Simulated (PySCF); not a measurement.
## Solvent effects on NMR parameters

Geometry (Å), atoms numbered from 1 in this order:
```xyz
21

C    -2.281    0.542   -0.785
C    -1.241    0.083    0.214
C    -1.620   -1.216    0.907
O    -0.026   -0.084   -0.507
C     1.165    0.045    0.219
C     2.151   -0.989   -0.282
C     1.663    1.474    0.028
F     0.722    2.354    0.448
Cl    3.163    1.769    0.949
H    -2.404   -0.210   -1.580
H    -3.255    0.694   -0.297
H    -1.968    1.488   -1.250
H    -1.105    0.876    0.971
H    -0.837   -1.536    1.612
H    -1.759   -2.015    0.163
H    -2.554   -1.100    1.476
H     0.992   -0.092    1.304
H     2.324   -0.854   -1.361
H     1.727   -1.991   -0.133
H     3.112   -0.921    0.244
H     1.883    1.679   -1.031
```

GIAO PBE0/pcSseg-1 in PySCF on one PBE0-D3(BJ)/def2-SVP conformer, non-relativistic, equivalent nuclei averaged. Solvents enter as an IEF-PCM continuum (chloroform with ε = 4.7, dimethylsulfoxide with ε = 46.8) around the gas-phase geometry. Shifts are referred to TMS, CFCl3 computed in the same medium.

Gas phase, δ in ppm: C7 111.7, C5 77.4, C2 73.5, C1 24.3, C3 21.4, C6 19.3, F8 -162.2, H21 5.47, H13 3.57, H17 3.15, H18/H19/H20 1.14, H10/H11/H12 1.12, H14/H15/H16 1.01. Dipole moment 1.67 D.

Question: How does each δ change in the continuum?

Answer: 
```
      atoms                               environment  Δδ, chloroform  Δδ, dimethylsulfoxide
         C7                 sp3 CH bonded to Cl and F            +1.2                   +1.7
         C5                        sp3 CH bonded to O            +0.5                   +0.6
         C2                        sp3 CH bonded to O            +1.0                   +1.4
         C1                             methyl carbon            +0.3                   +0.5
         C3                             methyl carbon            +0.4                   +0.5
         C6                             methyl carbon            +0.3                   +0.4
         F8                 fluorine on an sp3 carbon            -0.8                   -1.1
        H21  hydrogen on an sp3 CH bonded to Cl and F           +0.19                  +0.26
        H13         hydrogen on an sp3 CH bonded to O           +0.02                  +0.03
        H17         hydrogen on an sp3 CH bonded to O           +0.18                  +0.28
H18/H19/H20               hydrogen on a methyl carbon           +0.03                  +0.04
H10/H11/H12               hydrogen on a methyl carbon            0.00                  -0.01
H14/H15/H16               hydrogen on a methyl carbon           +0.04                  +0.06
```

Changes are relative to the gas phase. The dipole moment becomes 1.90 D in chloroform, 1.98 D in dimethylsulfoxide.

Question: Which nuclei move most (in ppm), and what does the model miss?

Answer: C7 (sp3 CH bonded to Cl and F, +1.7 ppm) in dimethylsulfoxide. A continuum only polarises the solute; specific hydrogen bonds, the anisotropy of aromatic solvents and changes of geometry or conformer are outside it.
